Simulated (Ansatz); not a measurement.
Gas-phase electronic energies from Ansatz, PBE0-D4/def2-TZVP geometries. CCSD(T)/CBS adds triple-zeta CCSD(T) − MP2 to the extrapolated MP2 energy (def2 sets, frozen cores). Functionals use def2-TZVPP. def2 core potentials past Kr. For I outer-core shells are correlated without core-valence functions, which leaves a few kJ/mol of doubt a bond. Each species was taken in one conformer, which may not be the lowest.

Consider the formal exchange of groups at the Si–C bond: `OC(F)(F)[SiH2]Cl` + `CCI` → `Cl[SiH2]CI` + `CC(O)(F)F`.

(1) Is it downhill or uphill in electronic energy at CCSD(T)/CBS, and by how much? (Best estimate.)

(2) What do these levels give: B2PLYP, r2SCAN, CCSD(T)/def2-TZVPP, MP2/def2-QZVPP, SCS-MP2/def2-QZVPP, CCSD/CBS(def2)? (Estimate.)

Largest T1 diagnostic among the species: 0.012.

## Answers

(1) The calculation gave: Downhill: ΔE = -0.64 eV.

(2) The calculation gave: B2PLYP -0.59, r2SCAN -0.60, CCSD(T)/def2-TZVPP -0.64, MP2/def2-QZVPP -0.67, SCS-MP2/def2-QZVPP -0.64, CCSD/CBS(def2) -0.65 eV.

From PBE to PBE0 (25 % exact exchange), in def2-TZVPP and without D4, ΔE moves by −0.08 eV.
